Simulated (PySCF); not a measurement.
## Nuclear quadrupole coupling in `C=C(C)[SiH](O)O`

Species: C₃H₈O₂Si.
Z-matrix (Å and degrees, GFN2-xTB geometry), rows numbered from 1:
```
C 
C   1  1.3264
C   2  1.4975  1  120.98
Si  2  1.8869  1  123.27  3  -179.68
O   4  1.6338  2  113.95  1    -9.93
O   4  1.6218  2  106.51  1  -126.35
H   1  1.0782  2  122.25  3  -179.79
H   1  1.0806  2  122.15  3    -0.52
H   3  1.0881  2  109.43  1   123.48
H   3  1.0883  2  111.71  1     2.29
H   3  1.0890  2  109.89  1  -118.88
H   4  1.4664  2  111.13  1   113.53
H   5  0.9514  4  119.90  2    54.62
H   6  0.9534  4  119.29  2   153.09
```

Field gradients from the PBE0/pcSseg-1 density (PySCF, non-relativistic), principal values in atomic units, ordered |Vxx| ≤ |Vyy| ≤ |Vzz|:

```json
{"atom": "O5", "Vxx": "-0.3340", "Vyy": "-1.1720", "Vzz": "1.5060"}
{"atom": "O6", "Vxx": "-0.3989", "Vyy": "-1.1299", "Vzz": "1.5288"}
```

**Question.** Find the asymmetry η = (Vxx − Vyy)/Vzz and the couplings χ = eQV/h (234.96 MHz × Q in barn × V in au), with Q(17O) = −0.0256 b.

**Answer.** 
```
atom     environment  nucleus     η  χzz (MHz)  χxx (MHz)  χyy (MHz)
  O5  silanol oxygen      17O  0.56      -9.06       2.01       7.05
  O6  silanol oxygen      17O  0.48      -9.20       2.40       6.80
```

The tensor is traceless: Vxx + Vyy + Vzz = 0.

**Question.** What is Vzz at O5 in SI units (1 au = 9.71736 × 10²¹ V/m²)?

**Answer.** 1.5060 au = 14.634 × 10²¹ V/m².

**Question.** And the gradient at the other heavy atoms, for which no coupling is worked out here?

**Answer.** 
```csv
atom,environment,Vzz (au),η
C1,terminal =CH2 carbon,0.301,0.46
C2,fully substituted alkene carbon,0.377,0.47
C3,allylic carbon,0.072,0.48
Si4,oxygen-bound silicon,0.380,0.90
```

Were the hydrogens deuterons (Q(2H) = 0.00286 b), χzz would run from 105 kHz (H12) to 351 kHz (H13).

The structure is a single GFN2-xTB conformer in the gas phase; no vibrational or solvent corrections. GFN2-xTB bond lengths can be off by several hundredths of an ångström, more for odd bonds, and the gradients follow them. The small basis limits the accuracy of the gradients.
